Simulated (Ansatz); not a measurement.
The inner images of a band of C₂H₈BrNSi (13 atoms, charge 0, multiplicity 1) are given out of order.

Method: RKS PBE-D4/def2-SVP in Ansatz 0.2.0.

First end point:

```xyz
13
Properties=species:S:1:pos:R:3
C -1.779 -0.173 0.586
Si 0.061 -0.192 0.953
Br 0.576 -1.987 2.232
C 1.075 -0.268 -0.652
N 0.805 0.989 -1.360
H -1.970 0.627 -0.158
H -2.379 0.024 1.497
H -2.102 -1.142 0.155
H 0.470 1.028 1.737
H 2.147 -0.517 -0.456
H 0.665 -1.117 -1.242
H 1.109 0.938 -2.340
H 1.341 1.756 -0.936
```

Last end point:

```xyz
13
Properties=species:S:1:pos:R:3
C -1.736 -0.066 0.386
Si 0.066 -0.203 0.923
Br 0.265 -1.960 2.339
C 1.228 -0.370 -0.575
N 1.179 0.815 -1.445
H -1.868 0.777 -0.324
H -2.392 0.118 1.259
H -2.072 -1.000 -0.108
H 0.463 1.036 1.686
H 2.271 -0.534 -0.229
H 0.970 -1.275 -1.166
H 0.230 0.962 -1.813
H 1.416 1.666 -0.918
```

Problem. Put them in order from the first end to the last, with their energies above the first end.
A.
```xyz
13
Properties=species:S:1:pos:R:3
C -1.750 -0.132 0.466
Si 0.061 -0.217 0.965
Br 0.360 -2.000 2.342
C 1.159 -0.318 -0.581
N 0.839 0.968 -1.214
H -1.861 0.672 -0.289
H -2.395 0.098 1.336
H -2.087 -1.092 0.026
H 0.467 1.002 1.748
H 2.237 -0.514 -0.370
H 0.813 -1.159 -1.217
H 0.695 0.933 -2.225
H 1.483 1.724 -0.971
```
B.
```xyz
13
Properties=species:S:1:pos:R:3
C -1.760 -0.153 0.525
Si 0.062 -0.206 0.973
Br 0.471 -2.005 2.292
C 1.110 -0.285 -0.610
N 0.796 0.984 -1.284
H -1.894 0.652 -0.227
H -2.396 0.060 1.406
H -2.084 -1.115 0.079
H 0.469 1.008 1.764
H 2.191 -0.498 -0.425
H 0.727 -1.134 -1.215
H 0.909 0.922 -2.302
H 1.419 1.733 -0.960
```
C.
```xyz
13
Properties=species:S:1:pos:R:3
C -1.752 -0.109 0.431
Si 0.052 -0.217 0.958
Br 0.300 -1.991 2.358
C 1.192 -0.340 -0.564
N 1.051 0.905 -1.286
H -1.856 0.690 -0.330
H -2.408 0.132 1.291
H -2.092 -1.069 -0.008
H 0.446 1.009 1.739
H 2.247 -0.582 -0.291
H 0.853 -1.184 -1.200
H 0.553 0.954 -2.168
H 1.436 1.767 -0.914
```
D.
```xyz
13
Properties=species:S:1:pos:R:3
C -1.767 -0.069 0.360
Si 0.026 -0.192 0.923
Br 0.218 -1.948 2.342
C 1.231 -0.367 -0.545
N 1.286 0.827 -1.399
H -1.874 0.733 -0.400
H -2.436 0.170 1.210
H -2.103 -1.027 -0.088
H 0.405 1.046 1.696
H 2.248 -0.602 -0.161
H 0.941 -1.246 -1.160
H 0.409 0.960 -1.917
H 1.436 1.681 -0.846
```
E.
```xyz
13
Properties=species:S:1:pos:R:3
C -1.761 -0.091 0.405
Si 0.037 -0.204 0.949
Br 0.262 -1.973 2.352
C 1.205 -0.345 -0.555
N 1.232 0.863 -1.371
H -1.859 0.705 -0.363
H -2.428 0.156 1.254
H -2.098 -1.051 -0.036
H 0.423 1.023 1.734
H 2.236 -0.609 -0.225
H 0.875 -1.201 -1.182
H 0.500 0.954 -2.076
H 1.396 1.741 -0.872
```

Solution. B (+0.011 eV), A (+0.052 eV), C (+0.169 eV), E (+0.076 eV), D (+0.019 eV).

Time of the run: 91 s on 2 threads of Arm Neoverse V2, with other jobs on the host, peak memory 0.18 GiB.
